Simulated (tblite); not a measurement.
Species: C7H8ClN (charge +1 and doublet state).
SMILES with atom numbers: `[CH2+:1][C:2]([C:3]#[N:4])[C:5]1([Cl:6])[CH2:7][CH2:8][CH2:9]1` (hydrogens: H10, H11 on C1; H12, H13 on C7; H14, H15 on C8; H16, H17 on C9)

Cartesian coordinates in Å at the GFN2-xTB level; atoms count from 1:
```
atom  x, y, z in Å
C1     2.3469   -0.6910    0.5626
C2     1.2849    0.0597    0.2424
C3     1.4504    1.1590   -0.6435
N4     1.6005    2.0696   -1.3173
C5    -0.1218   -0.1895    0.6978
Cl6   -0.1695   -0.9085    2.3067
C7    -0.8606   -1.0153   -0.4547
C8    -1.6322    0.2259   -0.8622
C9    -1.1665    0.9023    0.4389
H10    3.3447   -0.4129    0.2596
H11    2.2455   -1.6016    1.1328
H12   -1.4849   -1.7717    0.0146
H13   -0.1975   -1.4666   -1.1883
H14   -2.7116    0.1085   -0.9402
H15   -1.2661    0.6984   -1.7707
H16   -1.9303    0.9482    1.2118
H17   -0.7389    1.8972    0.2999
```

Level: GFN2-xTB in tblite, geometry and Hessian alike; calculated harmonic values, unscaled, isolated species. Against measured fundamentals such values can be off by several per cent, at times by over 20. One conformer, not necessarily the lowest. Open shells enter through the occupations alone, without spin polarisation, and single modes of such species can be off by tens of per cent.

Harmonic wavenumbers (cm⁻¹): 37.2, 91.9, 154.6, 164.0, 209.8, 251.9, 298.1, 329.6, 386.8, 408.2, 523.6, 583.9, 642.4, 683.2, 742.8, 768.9, 803.5, 833.3, 882.2, 918.1, 978.5, 1021.4, 1036.2, 1057.7, 1065.2, 1110.9, 1145.4, 1181.5, 1197.2, 1225.3, 1233.8, 1334.9, 1373.1, 1405.4, 1422.0, 1540.3, 2368.5, 2961.4, 3004.2, 3015.9, 3028.3, 3030.4, 3039.8, 3082.3, 3114.2.

A = 1875, B = 1302, C = 933.2 MHz; mass 141.035 u (most abundant isotopes); point group C1, symmetry number 1; spin multiplicity 2.

Question: What is the zero-point energy?

Answer: Half the sum of the wavenumbers: 27844 cm⁻¹ = 333.09 kJ/mol.

Question: Entropy at 298.15 K, 1 bar (ideal gas, RRHO, classical rotation)?

Answer: Translation 170.58, rotation 122.74, vibration 109.87, spin (R ln 2) 5.76: S = 409.0 J/(mol K).

Question: And Cp and H(298.15 K) − H(0)?

Answer: Cp = 154.05 J/(mol K), of which vibrations give 120.79 (their classical limit is 45 R = 374.2); H(298.15 K) − H(0) = 27.53 kJ/mol without the zero-point energy, 17.62 from vibrations.

Question: What must be added to the electronic energy to get the Gibbs energy at 298.15 K and 1 bar?

Answer: ZPE + [H(298.15 K) − H(0)] − T·S = 333.09 + 27.53 − 121.93 = 238.69 kJ/mol.

Question: Blend soft modes into free rotors: weight 1/[1 + (100 cm⁻¹/ν̃)⁴] for the oscillator and the rest for a rotor with moment μB/(μ + B), μ = h/(8π²ν), B = 10⁻⁴⁴ kg m². What vibrational entropy results?

Answer: 101.69 J/(mol K) in place of 109.87, which changes −T·S at 298.15 K by +2.44 kJ/mol.

Question: Which modes carry the vibrational entropy at 298.15 K?

Answer: 37.2 cm⁻¹: 22.61; 91.9 cm⁻¹: 15.14; 154.6 cm⁻¹: 10.94; 164.0 cm⁻¹: 10.47; 209.8 cm⁻¹: 8.56; 251.9 cm⁻¹: 7.18 J/(mol K); the other 39 give 34.96 together.

Question: How do the functions run with temperature in this model?

Answer: 
| T (K) | S (J/(mol K)) | Cp (J/(mol K)) | H − H(0) (kJ/mol) | G − H(0) (kJ/mol) | ln q(vib) |
| --- | --- | --- | --- | --- | --- |
| 150 | 326.7 | 93.2 | 9.27 | -39.73 | 2.63 |
| 250 | 383.6 | 133.9 | 20.60 | -75.31 | 4.96 |
| 400 | 459.9 | 193.5 | 45.29 | -138.67 | 8.55 |
| 600 | 550.0 | 250.8 | 90.15 | -239.88 | 13.32 |
| 900 | 662.5 | 302.7 | 173.87 | -422.38 | 20.05 |

q(vib) and H(0) count from the zero-point level.

Hindered rotation and anharmonicity are outside this model. Other conformers, if any are populated, would add a mixing term that is left out. The structure is chiral; the term R ln 2 for an equal mix with its mirror image is left out.
